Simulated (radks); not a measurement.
Spherical jellium clusters: N electrons in a uniform positive sphere of charge N and radius rs N^(1/3), rs = 3.53 bohr. Calculated with a radial shooting solver with Libxc functionals: non-relativistic Kohn-Sham, PBEsol, spin-polarised, spherical densities. Levels are named by radial order and angular momentum (1s, 1p, 1d, 2s, ...), and open shells are averaged over m.

N = 21, configuration 1s2 1p6 1d10 2s2 1f(up 1, down 0). This is the lowest configuration that the search found. Occupied levels:

level,occupation,eigenvalue (eV),<r> (bohr)
1s up,1,-5.8615,6.188
1s down,1,-5.8255,6.105
1p up,3,-4.9428,7.240
1p down,3,-4.8810,7.183
1d up,5,-3.7548,8.032
1d down,5,-3.6740,7.995
2s up,1,-3.0874,6.727
2s down,1,-3.0398,6.748
1f up,1,-2.3692,8.772

Energy (eV): total -37.9475, kinetic 44.927, external -1453.5, Hartree 715.75, exchange-correlation -84.402, background 739.31.

Electron density:

r (bohr),n(r) (e/bohr^3)
0.315,0.007364
1.10,0.007007
1.90,0.006387
2.69,0.005744
3.48,0.005326
4.27,0.005273
5.06,0.005538
5.85,0.005883
6.64,0.005966
7.43,0.005507
8.22,0.004473
9.01,0.003127
9.80,0.001871
10.6,0.0009859
11.4,0.0004671
12.2,0.0002108
13.0,0.00009264
13.8,0.00004019
14.6,0.00001732
15.3,7.427e-06
